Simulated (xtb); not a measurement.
CH11NOSi3, SMILES O[Si@@H]([SiH3])CN[SiH3]. All values are semi-empirical tight-binding results from xtb (GFN2-xTB unless named), good for trends rather than for accurate numbers. The structure is a stationary point at GFN2-xTB. The structure was generated by enumeration; whether it is a known compound was not checked. Other conformers were not sampled.

The orbital gap is 3.74 eV, the dipole moment is 1.76 D and the zero-point energy comes out as 70.8 kcal/mol. The G − E(el) at 298.15 K (modified RRHO) is 47.2 kcal/mol. The static polarisability (D4 model) is 114.4 bohr³, the solvation energy, GFN2-xTB/ALPB(water) is -4.7 kcal/mol and the solvation energy, GFN2-xTB/ALPB(octanol) comes out as -7.8 kcal/mol.
